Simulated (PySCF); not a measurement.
# One molecule, several mistakes: B2ClGeH4

These are calculations, not measurements. They come from PySCF 2.14.0, an open-source quantum chemistry program, on an isolated molecule that a program drew, which may never have been made. The molecule is B2ClGeH4 (charge 0, doublet), drawn as the SMILES string `[BH2][Ge]([BH2])[Cl]`.

Each row is a Hartree-Fock (HF) and frozen-core CCSD(T) single point in the cc-pV(D+d)Z basis, meant for a local HF minimum. Run 1 is clean. Each other run has one planted mistake out of seven kinds, and not every kind appears here: one electron removed, one electron added, multiplicity raised by two, geometry at a saddle point, minimal basis STO-3G, one bond length entered in bohr, all coordinates scaled. The reference is restricted for singlets and unrestricted otherwise, and also for a bond in bohr. Adding or removing an electron swaps singlet and doublet. Electrons count all cores. HOMO and LUMO are orbital energies over both spins, the gradient is its largest component, and the lowest frequency (negative if imaginary) is given only where the gradient is small. Bond lengths are over the 7 bonds as drawn. T1 is the CCSD diagnostic: over 0.02 (restricted) or 0.045 (unrestricted) a single reference is doubtful. Germanium has the cc-pVDZ-PP basis, with a core potential (ECP10MDF) in place of its 10 inner electrons, and its 3s, 3p and 3d shells are frozen in CCSD(T).

Geometry of the clean run:
```xyz
8
B2ClGeH4, angstrom
B    -0.2702   -2.6617    2.3251
Ge    0.0447   -1.2511    0.9051
B    -0.5876    0.6633    0.7047
Cl    1.3187   -1.9284   -0.7348
H    -0.9586   -2.3665    3.2577
H     0.2173   -3.7460    2.2271
H    -0.2657    1.3169   -0.2398
H    -1.2908    1.1086    1.5640
```

```
run  electrons  basis functions  <S^2>  HOMO (eV)  LUMO (eV)  gradient (hartree/bohr)  lowest frequency (cm^-1)  mean bond (Å)  longest bond (Å)      T1  HF (hartree)  CCSD(T) (hartree)                 mistake
  1         63               94  0.759      -8.31      -0.36                  2.8e-05                        74         1.5735             2.184  0.0180    -804.56056         -805.00482                no fault
  2         64               94  0.000      -1.67       5.62                  3.3e-02                         -         1.5735             2.184  0.0222    -804.59627         -805.08522      one electron added
  3         63               94  0.762      -8.28      -0.36                  2.7e-02                         -         1.6585             2.302  0.0201    -804.54377         -804.99225  all coordinates scaled
  4         62               94  0.000     -16.63      -6.98                  4.1e-02                         -         1.5735             2.184  0.0196    -804.27992         -804.70867    one electron removed
  5         63               94  3.786      -7.33      -2.67                  3.9e-02                         -         1.5735             2.184  0.0222    -804.43170         -804.88171                       ?
```

**Which mistake was planted in run 5, and what did it cost?**

Electrons, basis and geometry are unchanged, and <S^2> is 3.786, beside S(S+1) = 3.75 for a multiplicity of 4. So the mistake is: multiplicity raised by two. Subtracting run 1 and multiplying by 627.51 kcal/mol a hartree, the energy moved by 80.9 kcal/mol in HF and 77.3 kcal/mol in CCSD(T).

Cautions from the logs. Run 2: T1 is over the limit, so its CCSD(T) energy is less reliable.
